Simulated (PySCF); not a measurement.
**How methods differ on the ionisation energy of C+**

C+ [He] 2s2 2p1 (2P) → C(2+) [He] 2s2 (1S), as a difference of total energies. Computed with PySCF 2.14 in dyall-acv3z (15s9p4d2f, 76 functions), with the spin-free X2C one-electron Hamiltonian (Gaussian nucleus). Correlated levels: valence and next inner shell: nothing frozen; virtual orbitals above 40 to 60 times the deepest correlated orbital energy dropped. The calculations carry no spin-orbit coupling.

Problem. Order these methods by the ionisation energy they give, lowest first.
A. UHF
B. MP2 (valence and next inner shell)
C. CCSD (valence and next inner shell)
D. SCS-MP2 (valence and next inner shell)

Solution. A (24.168 eV), C (24.257 eV), D (24.349 eV), B (24.405 eV).

A first-order spin-orbit estimate (lowest level to lowest level, LS coupling) adds 0.005 eV.

Errors of the correlated levels include the incompleteness of this basis.

The coupled-cluster amplitudes are large for C(2+) (T1 above 0.03 or a double amplitude above 0.15), so a single reference is strained.

For comparison: 24.383 eV (measured; NIST Atomic Spectra Database, ionization energies).
